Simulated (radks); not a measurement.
The numbers below are computed, except where a source is named.
Species: Hg57+. Configuration: [Ar] 3d5.

Code: a radial shooting solver on a logarithmic mesh with Libxc functionals. Model: non-relativistic Kohn-Sham, TPSS, spin-polarised, spherical densities, point nucleus; open shells are filled with parallel spins first (spin-orbit coupling, left out, can overturn this in heavy ions); meta-GGA in the generalised Kohn-Sham scheme; relativity is left out, which matters for an element this heavy.

Energy parts (eV):
part                      energy
total                 -418677.96
kinetic                418645.50
electron-nucleus      -889544.32
Hartree                 57929.70
exchange-correlation    -5708.84

Orbitals (lengths in bohr, moments of r in powers of bohr; r(max) is where P^2 peaks; r(90%) holds 90 % of the orbital's charge):
orbital  occ.  eigenvalue (eV)      <r^2>  r(90%)   r(max)      <r>
1s up       1        -78852.92  0.0004781  0.0336  0.01256  0.01892
1s down     1        -78852.89  0.0004781  0.0336  0.01256  0.01892
2s up       1        -16266.72   0.007340   0.121  0.06804  0.07919
2s down     1        -16237.65   0.007325   0.121  0.06798  0.07911
2p up       3        -15809.97   0.005412   0.108  0.05278  0.06692
2p down     3        -15788.68   0.005397   0.108  0.05272  0.06683
3s up       1        -6266.890    0.04138   0.276   0.1806   0.1909
3s down     1        -6239.935    0.04157   0.277   0.1809   0.1913
3p up       3        -6073.633    0.03760   0.267   0.1692   0.1807
3p down     3        -6042.893    0.03782   0.268   0.1695   0.1812
3d up       5        -5746.077    0.02812   0.238   0.1316   0.1561
3d down     0        -5704.721    0.02834   0.239   0.1319   0.1567

The highest occupied level is 3d up at -5746.1 eV. The electron density at the nucleus is 3.668e+05 e/bohr^3. Summed over all electrons, <r^2> = 0.4979 bohr^2, which gives a Langevin (diamagnetic) susceptibility term of -0.394 x 10^-6 cm^3/mol. For comparison, the ionisation energy in NIST's Atomic Spectra Database is 5780 eV (theoretical). In exact Kohn-Sham theory the highest level is minus the ionisation energy, but local and semilocal functionals leave it too shallow, through self-interaction and a potential that decays too fast; potentials with the right tail come closer. The spin density at the nucleus is -18.16 e/bohr^3 (1s -0.87, 2s -59.02, 3s 41.73). The density falls to 0.001 e/bohr^3 at r = 0.58 bohr.
